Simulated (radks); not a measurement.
The numbers below are computed, except where a source is named.
Question: Species: Tm LIV. Configuration: [Ne] 3s2 3p4. Code: a radial shooting solver on a logarithmic mesh with Libxc functionals. Model: scalar-relativistic Kohn-Sham, SCAN, spin-polarised, spherical densities, finite nucleus; open shells are filled with parallel spins first (spin-orbit coupling, left out, can overturn this in heavy ions); meta-GGA in the generalised Kohn-Sham scheme; Fermi nuclear charge, rms radius 5.2256 fm. Some entries of the table are withheld. Estimate them.

orbital  occ.  eigenvalue (eV)  <1/r> (bohr^-1)
1s up       1        -63212.27            79.08
1s down     1        -63204.85            79.09
2s up       1        -13748.09            18.66
2s down     1        -13743.28            18.66
2p up       3        -12598.80            17.14
2p down     3        -12591.00            17.14
3s up       1        -5434.071            7.498
3s down     1        -5408.210            7.480
3p up       3              (1)            7.042
3p down     1              (2)            7.033

Answer: 
(1) 3p up eigenvalue (eV): -5084.332
(2) 3p down eigenvalue (eV): -5058.394
